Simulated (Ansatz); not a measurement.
Cartesian coordinates in Å:
```
C 0.155 -1.350 1.498
C 0.046 -0.448 0.512
Si 0.832 -0.873 -1.141
N -0.615 0.767 0.669
Al -0.905 2.128 -0.453
H 0.675 -2.286 1.347
H -0.274 -1.175 2.483
H 1.457 -2.213 -1.012
H 1.868 0.128 -1.512
H -0.187 -0.899 -2.225
H -0.989 0.863 1.607
H -0.342 2.020 -1.923
H -1.720 3.339 0.152
```

Total charge 0; spin multiplicity 1.

Question: List the PBE/def2-TZVPP orbital energies in eV (Ansatz). (Estimate.)

Answer: Ansatz gave: Occupied: -1779.41, -1506.52, -380.70, -269.82, -268.62, -137.19, -106.83, -93.91, -93.91, -93.91, -68.94, -68.73, -68.70, -22.35, -18.02, -14.60, -12.97, -11.82, -11.15, -9.99, -9.09, -8.47, -8.32, -7.97, -7.69, -7.30, -5.40. Lowest empty: -1.94, -0.68, -0.49, -0.03, 0.23, 0.79, 0.99, 1.21.
